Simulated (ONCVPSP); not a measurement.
Ca: excitation energies, all-electron against ONCV

* Element: calcium
* Generator: ONCVPSP 4.0.1
* Type: optimised norm-conserving Vanderbilt (ONCV)
* Functional: PBE
* Relativity: scalar-relativistic
* Frozen core: [Ne]
* Valence charge: 10
* Reference configuration: 3s2 3p6 4s2
* Partial waves: 3s+4s: rc 1.60 bohr, ncon 4, nbas 8, qcut 9.5 1/bohr, 2 projectors; 3p: rc 1.35 bohr, ncon 3, nbas 6, qcut 5.2 1/bohr, 3 projectors, debl 0.7 Ha; d scattering state at 0.42 Ha: rc 1.60 bohr, ncon 4, nbas 9, qcut 7.2 1/bohr, 1 projector
* Local potential: polynomial inside 1.35 bohr (lpopt 2, dvloc0 6 Ha)
* Core correction: Teter function fitted to the true core (icmod 2), fcfact 0.4

In the p channel the program set the typed energies aside and used -1.029, 0.250, 0.950 Ha. In the d channel the program set the typed energies aside and used 0.050 Ha.

Energies are relative to the spin-unpolarised reference configuration 3s2 3p6 4s2; without spin polarisation the order of configurations can differ from experiment.

```json
{"valence configuration": "3s2 3p6 4s1", "charge": "+1", "ΔE all-electron (eV)": "6.309", "error AE − PS (meV)": "-0.2"}
{"valence configuration": "3s2 3p6 4s1.5", "charge": "+0.5", "ΔE all-electron (eV)": "2.504", "error AE − PS (meV)": "-0.1"}
{"valence configuration": "3s2 3p6 4s1 4p1", "charge": "0", "ΔE all-electron (eV)": "2.422", "error AE − PS (meV)": "0.0"}
```

(1) What are ΔE and the potential's error for 3s2 3p6 4s0?

Levels in the configuration 3s2 3p6 4s0:

| level | all-electron (eV) | pseudo (eV) |
| --- | --- | --- |
| 3s | -62.236 | -62.238 |
| 3p | -43.060 | -43.059 |

Note: ghosts flagged at negative energy: p at -2746.1 eV; GHOST(+) flagged for s at 186.5 eV. A true bound ghost makes a file unfit for plane-wave use.

Answers

(1) ΔE = 18.130 eV all-electron; the error (AE − PS) is -0.7 meV.
